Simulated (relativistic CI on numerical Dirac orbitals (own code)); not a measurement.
Slater and spin-orbit integrals, Tc5+

Calculated at this level of theory: Dirac-Coulomb-Breit CI, separate exchange-only KLI orbitals for each configuration, QED by a radiative potential, valence Slater integrals scaled by 0.85, P86 correlation energy added to each configuration (own radial code, finite nucleus).

Slater integrals F^k, G^k are unscaled and averaged over j, outside the closed core [Ar] 3d10; ζ comes from projecting the Hamiltonian with its Breit term on Σ l·s of the shell.

- 4s2.4p6.4d2: F^2(4d,4d) = 73917, F^4(4d,4d) = 49129, ζ(4d) = 1179.6 cm⁻¹; <r>(4d) = 1.38, <r^2>(4d) = 2.196 (bohr units).
- 4s2.4p6.4d.5s: ζ(4d) = 1262.8, G^2(4d,5s) = 17361 cm⁻¹; <r>(4d) = 1.357, <r^2>(4d) = 2.127, <r>(5s) = 2.292, <r^2>(5s) = 5.854 (bohr units).
- 4s2.4p6.4d.4f: ζ(4d) = 1262.4, F^2(4d,4f) = 45096, F^4(4d,4f) = 27412, G^1(4d,4f) = 51253, G^3(4d,4f) = 30857, G^5(4d,4f) = 21488, ζ(4f) = -40.022 cm⁻¹; <r>(4d) = 1.363, <r^2>(4d) = 2.147, <r>(4f) = 2.315, <r^2>(4f) = 6.277 (bohr units).

**Question.** Give the Racah parameters of the d shell in 4s2.4p6.4d2.

**Answer.** B = F²/49 − 5F⁴/441 = 951 cm⁻¹ and C = 35F⁴/441 = 3899 cm⁻¹.

In this model ζ of a weakly bound d, f or g electron outside closed shells comes out too small, for d by up to a factor of two or three and at times with the wrong sign; that of an outer p electron is too small as well.

Averages of the first 10 configurations, taken without configuration mixing, which lowers the lowest level and can move excited configurations by several eV; other configurations of the list can lie among them:

| Configuration | Parity | States | Average energy above the lowest level (eV) |
| --- | --- | --- | --- |
| 4s2.4p6.4d2 | even | 45 | 2.1 |
| 4s2.4p6.4d.5s | even | 20 | 19.2 |
| 4s2.4p6.4d.4f | odd | 140 | 39.9 |
| 4s2.4p6.4d.5p | odd | 60 | 27.7 |
| 4s2.4p5.4d3 | odd | 720 | 46.8 |
| 4s2.4p6.4f2 | even | 91 | 79.7 |
| 4s2.4p6.4d.5d | even | 100 | 40.0 |
| 4s2.4p6.5s2 | even | 1 | 38.9 |
| 4s2.4p6.4d.6s | even | 20 | 43.9 |
| 4s2.4p6.4d.6p | odd | 60 | 47.5 |
